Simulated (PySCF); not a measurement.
# Kr²⁺ (krypton, charge +2): UHF calculation

Configuration: [Ar] 3d10 4s1 4p5, high-spin 3P determinant (an excited configuration). Computed with PySCF 2.14 in dyall-av2z (16s12p8d, 92 functions), with no relativity, point nucleus.

```
Total energy                                                  : -2750.101226 hartree
One-electron energy                                           : -3795.3364 hartree
Hartree (Coulomb) energy                                      : 1138.3178 hartree
Exchange energy                                               : -93.0827 hartree
Kinetic energy                                                : 2750.17499 hartree
⟨S²⟩                                                          : 2.0069
⟨L²⟩                                                          : 2.006
Sum of ⟨r⟩                                                    : 21.60 bohr
Sum of ⟨r²⟩                                                   : 27.25 bohr²
Traceless quadrupole moment −½Σ⟨3z² − r²⟩ along its main axis : 1.46 e·bohr²
Density at the nucleus (Gaussians lack the cusp)              : 31900 bohr⁻³
Spin density at the nucleus                                   : 29.3 bohr⁻³
Langevin diamagnetic susceptibility                           : -21.6 ×10⁻⁶ cm³/mol
```

```
shell  electrons  mean orbital energy (hartree)  spread (hartree)  rms radius, mean of both spins (bohr)
 1s α          1                     -521.18465                 0                                 0.0491
 1s β          1                     -521.16469                 0                                 0.0491
 2s α          1                      -70.91088                 0                                  0.203
 2s β          1                      -70.89049                 0                                  0.203
 2p α          3                      -64.02042           0.01034                                  0.179
 2p β          3                      -64.00502           0.00537                                  0.179
 3s α          1                      -11.85854                 0                                  0.576
 3s β          1                      -11.80750                 0                                  0.576
 3p α          3                       -9.34111           0.02928                                  0.585
 3p β          3                       -9.30652           0.00452                                  0.585
 3d α          5                       -4.82767           0.02710                                  0.607
 3d β          5                       -4.80848           0.01475                                  0.607
 4s α          1                       -2.11595                 0                                   1.63
 4p α          3                       -1.42249           0.07196                                   1.89
 4p β          2                       -1.23293                 0                                   1.89
```

Spin-orbit constants ζ (cm⁻¹) from the X2C one-electron operator on these orbitals (non-relativistic here): bare nucleus, nucleus screened by l(l+1)(2l+1)/3 electrons, and screened by the Breit-Pauli mean field of the electrons.

```
shell    bare  screened nucleus  mean field
   2p  274800            259500      252200
   3p   40100             37870       36560
   3d    5551              4009        3766
   4p    3912              3695        3548
```

To first order the Landé constant is A = -1774 cm⁻¹, so the lowest level has J = 2 and lies 0.220 eV below the centre of the term. This holds in LS coupling only.
